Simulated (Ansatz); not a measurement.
The same path of CdH2OS (5 atoms, charge 0, multiplicity 1) was run twice with different band settings.

Method: Ansatz 0.2.0, RKS r2SCAN-D4/def2-SVP.

Relaxed end points:

```xyz
5
Properties=species:S:1:pos:R:3
O -0.588 -1.675 1.089
Cd -0.239 0.043 0.192
S 0.184 2.131 -0.752
H -0.846 -2.347 0.441
H 1.490 1.848 -0.970
```

```xyz
5
Properties=species:S:1:pos:R:3
O -1.017 -1.737 -0.531
Cd -0.302 0.034 -0.051
S 0.492 2.176 0.409
H -0.912 -2.357 0.205
H 1.738 1.885 -0.032
```

Common settings: spring 5.0 eV/Å²; optimiser quadratic models (default); start path IDPP; force threshold 0.05 eV/Å; end points relaxed.

| run | movable images | climbing image | iteration limit |
| --- | --- | --- | --- |
| 1 | 9 | yes | 54 |
| 2 | 4 | no | 60 |

(1) What does each run give, and how far can it be trusted?

## Answers

(1) Run 1: converged after 7 iterations, highest image 0.030 eV above the first end. A vibrational analysis at the climbing image gives one clearly imaginary mode, 162i cm⁻¹: a first-order saddle point.
Run 2: converged after 7 iterations, highest image 0.028 eV above the first end. No image climbed, so the highest image needn't sit at the top of the path.
